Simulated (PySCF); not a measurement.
# Radial density of S⁺ (sulfur, charge +1)

UHF, [Ne] 3s2 3p3, high-spin 4S determinant. All numbers are calculated (PySCF 2.14, scalar relativity by spin-free X2C-1e, in x2c-SVPall (4s3p1d, 18 functions)).

| r (bohr) | 4πr²ρ (e/bohr) | 4πr²(ρα − ρβ) |
| --- | --- | --- |
| 0.00159 | 0.08541 | 0.0000 |
| 0.00268 | 0.2378 | 0.0000 |
| 0.00451 | 0.6448 | 0.0001 |
| 0.00759 | 1.644 | 0.0002 |
| 0.0128 | 3.807 | 0.0005 |
| 0.0215 | 8.038 | 0.0014 |
| 0.0361 | 14.07 | 0.0053 |
| 0.0607 | 18.40 | 0.0235 |
| 0.102 | 15.51 | 0.0910 |
| 0.172 | 12.02 | 0.2565 |
| 0.289 | 17.00 | 0.3517 |
| 0.486 | 13.64 | 0.0616 |
| 0.818 | 3.666 | 0.3709 |
| 1.38 | 3.291 | 1.8013 |
| 2.31 | 1.561 | 0.9810 |
| 3.89 | 0.1580 | 0.1336 |
| 6.55 | 0.0001092 | 0.0001 |

Densities and radii are taken from the X2C orbitals without a picture-change correction, which distorts them close to the nucleus.
